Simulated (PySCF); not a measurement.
A geometry optimisation on `Fc1cccc[nH+]1`.

Method: B3LYP/cc-pVDZ geometry optimisation, gas phase (PySCF 2.14.0). Start geometry: GFN2-xTB. The input is one job of a driver script: a line of settings, then coordinates in Å.

Input:
```
{"job": {"xc": "B3LYP", "basis": "cc-pVDZ", "grid": 1, "kind": "geom"}, "charge": 1, "multiplicity": 1}
F      2.617871     0.259535    -0.112970
C      1.312733     0.183680    -0.058070
C      0.495325     1.298358    -0.028527
C     -0.875703     1.092459     0.029566
C     -1.385342    -0.206548     0.056703
C     -0.516267    -1.274178     0.024843
N      0.806750    -1.055869    -0.032212
H      0.933808     2.284637    -0.049885
H     -1.545290     1.939629     0.053540
H     -2.448989    -0.380455     0.103370
H     -0.853300    -2.300558     0.043220
H      1.459603    -1.841376    -0.055603
```

Output:
```
step   0  E = -347.90255196  max force = 0.015112
step   1  E = -347.90355815  max force = 0.001829
step   2  E = -347.90356323  max force = 0.001347
step   3  E = -347.90357406  max force = 0.000851
step   4  E = -347.90357593  max force = 0.000461
step   5  E = -347.90357842  max force = 0.001888
step   6  E = -347.90358576  max force = 0.002272
step   7  E = -347.90359122  max force = 0.001694
step   8  E = -347.90359705  max force = 0.000851
step   9  E = -347.90359969  max force = 0.000125
optimisation converged
```

Energies in Eh; «max force» is the largest Cartesian gradient component in Eh/bohr.

Problem. How much energy does the optimisation release, in kJ/mol?

Solution. E(step 0) − E(last step) = 0.001048 Eh, which is 2.8 kJ/mol.

Problem. Give the first gradient maximum in eV/Å.

Solution. With 1 Eh/bohr = 51.422 eV/Å, 0.777 eV/Å.

Summary of the converged run: final energy -347.90360 Eh after 9 steps.

Problem. Give the final coordinates.

Solution. 0.016 Å rms from the input after alignment:
```
atom  x, y, z in Å
F1     2.7411    0.1779   -0.2718
C2     1.4440    0.0473   -0.1611
C3     0.5705    1.1200   -0.0887
C4    -0.7912    0.8387    0.0236
C5    -1.2480   -0.4906    0.0609
C6    -0.3299   -1.5182   -0.0129
N7     0.9934   -1.2218   -0.1221
H8     0.9679    2.1345   -0.1217
H9    -1.5056    1.6625    0.0822
H10   -2.3092   -0.7230    0.1478
H11   -0.5887   -2.5768    0.0096
H12    1.6863   -1.9721   -0.1774
```

Problem. How long does this job take on one thread of an Intel Xeon at 2.50 GHz, on a shared host? And the peak memory of the process?

Solution. About 1.8 min, with 0.55 GiB resident at the peak, the Python interpreter and its libraries included.
Labels such as C1 count atoms from 1, the log's own numbers from 0.
